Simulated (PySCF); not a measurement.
2,6-difluoropyridine, C₅H₃F₂N.
Geometry (PBE0-D3(BJ)/def2-SVP, Å), atoms numbered from 1 in this order:
```xyz
11
C5H3F2N angstrom
F     -1.898   -1.957   -0.373
C     -0.940   -1.065   -0.189
C     -1.268    0.289   -0.193
C     -0.220    1.184    0.006
C      1.075    0.707    0.196
C      1.239   -0.675    0.172
F      2.448   -1.179    0.346
N      0.270   -1.540   -0.013
H     -2.299    0.609   -0.347
H     -0.413    2.259    0.014
H      1.929    1.364    0.357
```

The closed-shell ground state was solved at several levels (PySCF, density fitting, gas phase, non-relativistic).

| level | basis functions | total energy (Eh) | HOMO (eV) | LUMO (eV) | gap (eV) | dipole (D) |
| --- | --- | --- | --- | --- | --- | --- |
| B3LYP/pcSseg-2 | 330 | -446.9576 | -7.49 | -1.46 | 6.03 | 3.73 |
| BHandHLYP/pcJ-1 | 246 | -446.5457 | -8.68 | -0.21 | 8.47 | 4.04 |
| PBE0/pcJ-1 | 246 | -446.3011 | -7.75 | -1.23 | 6.52 | 3.76 |
| B97-2/pcJ-1 | 246 | -446.6301 | -7.50 | -1.28 | 6.22 | 3.74 |
| B3LYP/cc-pVTZ | 282 | -446.9378 | -7.38 | -1.33 | 6.05 | 3.52 |
| KT2/pcJ-1 | 246 | -453.7696 | -6.61 | -2.04 | 4.57 | 3.47 |
| PBE/pcJ-1 | 246 | -446.3005 | -6.60 | -2.08 | 4.52 | 3.44 |

Q: Estimate the row for B3LYP/pcJ-0, a basis of 113 functions; the other rows only guide the guess.

A: Total energy -445.9199 Eh, HOMO -7.69 eV, LUMO -1.47 eV, gap 6.22 eV, dipole 4.14 D.

Q: Over all these levels, which gives the widest orbital gap and which the narrowest?

A: BHandHLYP/pcJ-1 (global hybrid, 50 % exact exchange) has the widest, 8.47 eV, and PBE/pcJ-1 (GGA) the narrowest, 4.52 eV. The two share the basis. From the narrowest to the widest the HOMO moves by -2.08 eV and the LUMO by +1.87 eV.

Q: How much does the basis alone move the frontier levels among the 3 B3LYP rows (the withheld one included)?

A: The HOMO by 0.31 eV and the LUMO by 0.14 eV. By rising basis size (HOMO, LUMO in eV): pcJ-0 -7.69, -1.47; cc-pVTZ -7.38, -1.33; pcSseg-2 -7.49, -1.46.

Q: In the pcJ-1 basis, how does the gap go with the fixed share of exact exchange?

A: PBE (0 %) 4.52 eV; KT2 (0 %) 4.57 eV; B97-2 (21 %) 6.22 eV; PBE0 (25 %) 6.52 eV; BHandHLYP (50 %) 8.47 eV. Each rise in the share widens the gap here.

Q: How far do the dipole and the HOMO energy spread over the levels?

A: The dipole runs from 3.44 to 4.14 D (mean 3.73 D) and the HOMO from -8.68 to -6.60 eV.
